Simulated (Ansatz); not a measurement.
`C[As]1N[SiH2]1` at its PBE0-D4/def2-TZVP geometry, where that method's forces vanish. Charge 0, multiplicity 1.

```xyz
10

C     0.7376    0.5714    1.3507
As    1.0014   -0.9542    0.1081
N     0.3746   -0.2049   -1.5510
Si   -1.0689   -0.8353   -0.8899
H    -0.1441    1.1617    1.1002
H     1.6238    1.2075    1.3166
H     0.6315    0.1796    2.3647
H     0.6355    0.7193   -1.8553
H    -1.7175   -1.9241   -1.6573
H    -2.0737    0.0790   -0.2869
```

Problem. What forces (eV/Å) does ωB97M-V/def2-TZVPP give on these atoms in Ansatz? (An estimate is asked.)

Solution. The calculation gave: 
```
C1  -0.004  0.021 -0.022
As2 -0.040 -0.042  0.022
N3  -0.030  0.110  0.023
Si4 -0.096 -0.015 -0.032
H5   0.064 -0.029  0.027
H6  -0.080 -0.040  0.012
H7   0.005  0.038 -0.075
H8  -0.011 -0.062 -0.001
H9   0.072  0.130  0.110
H10  0.120 -0.111 -0.065
```
